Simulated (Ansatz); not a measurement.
A nudged elastic band was laid between two geometries of BClH2O2 + FH (8 atoms, charge 0, multiplicity 1).

Method: RHF/def2-SVP (Ansatz 0.2.0).

```
movable images  : 7
climbing image  : yes
spring          : 5.0 eV/Å²
optimiser       : quadratic models (default)
start path      : through a guess of the saddle point
force threshold : 0.05 eV/Å
iteration limit : 60
end points      : relaxed
```

Initial state:

```xyz
8
Properties=species:S:1:pos:R:3
B -0.357 -0.465 -0.091
O -0.604 0.133 1.109
H -1.388 -0.152 1.554
O 0.712 -0.146 -0.808
H 1.264 0.524 -0.423
Cl -1.496 -1.692 -0.694
F 1.492 1.780 1.200
H 0.722 1.389 1.495
```

Final state:

```xyz
8
Properties=species:S:1:pos:R:3
B 0.094 0.400 -0.550
O -0.183 0.056 1.976
H -1.100 0.008 2.202
O 1.357 -0.012 -0.597
H 1.475 -0.940 -0.717
Cl -1.272 -0.669 -0.977
F -0.164 1.670 -0.358
H 0.138 0.857 2.364
```

**Question.** What changes between the two ends?

**Answer.** Bonds broken: B1–O2, F7–H8. Bonds formed: B1–F7, O2–H8. BClH2O2 + FH becomes BClFHO + H2O.

**Question.** What energy profile does the band end with?

**Answer.** It converged. The highest image is number 4 of 0 to 8, 164.5 kJ/mol above the first end and 164.0 kJ/mol above the last; the last end lies 0.5 kJ/mol above the first. The profile has 2 maxima (images 4, 6) with wells between them (image 5): this band takes more than one step, which may be the mechanism or a detour left from its start path. Neighbouring images differ by up to 1.7 eV, so the band resolves the path poorly. A vibrational analysis at the climbing image gives one clearly imaginary mode, 1580i cm⁻¹: a first-order saddle point. The orbitals stay closed-shell, which can raise the energy where a bond breaks towards radicals; this wasn't checked here.

```json
{"image": "0", "path coordinate (Å)": "0.00", "energy (kJ/mol)": "0.0", "B1–O2 (Å)": "1.36", "F7–H8 (Å)": "0.91", "B1–F7 (Å)": "3.18"}
{"image": "1", "path coordinate (Å)": "0.91", "energy (kJ/mol)": "6.2", "B1–O2 (Å)": "1.36", "F7–H8 (Å)": "0.91", "B1–F7 (Å)": "3.17"}
{"image": "2", "path coordinate (Å)": "1.81", "energy (kJ/mol)": "15.3", "B1–O2 (Å)": "1.36", "F7–H8 (Å)": "0.91", "B1–F7 (Å)": "3.12"}
{"image": "3", "path coordinate (Å)": "2.72", "energy (kJ/mol)": "28.3", "B1–O2 (Å)": "1.37", "F7–H8 (Å)": "0.91", "B1–F7 (Å)": "2.62"}
{"image": "4", "path coordinate (Å)": "3.63", "energy (kJ/mol)": "164.5", "B1–O2 (Å)": "1.51", "F7–H8 (Å)": "1.14", "B1–F7 (Å)": "1.67"}
{"image": "5", "path coordinate (Å)": "4.90", "energy (kJ/mol)": "4.5", "B1–O2 (Å)": "2.38", "F7–H8 (Å)": "2.41", "B1–F7 (Å)": "1.33"}
{"image": "6", "path coordinate (Å)": "6.16", "energy (kJ/mol)": "6.8", "B1–O2 (Å)": "2.87", "F7–H8 (Å)": "3.16", "B1–F7 (Å)": "1.31"}
{"image": "7", "path coordinate (Å)": "7.43", "energy (kJ/mol)": "5.6", "B1–O2 (Å)": "2.65", "F7–H8 (Å)": "2.91", "B1–F7 (Å)": "1.31"}
{"image": "8", "path coordinate (Å)": "8.70", "energy (kJ/mol)": "0.5", "B1–O2 (Å)": "2.56", "F7–H8 (Å)": "2.86", "B1–F7 (Å)": "1.31"}
```

**Question.** What is the geometry of the highest image?

**Answer.** 
```xyz
8
Properties=species:S:1:pos:R:3
B -0.064 0.048 -0.011
O -0.015 -0.074 1.490
H -0.794 -0.442 1.888
O 1.002 -0.385 -0.707
H 1.833 -0.300 -0.265
Cl -1.699 -0.259 -0.694
F 0.069 1.681 0.330
H 0.012 1.102 1.312
```

Run time: 5.4 min on 1 thread of Arm Neoverse V2, with other jobs on the host, peak memory 0.16 GiB.
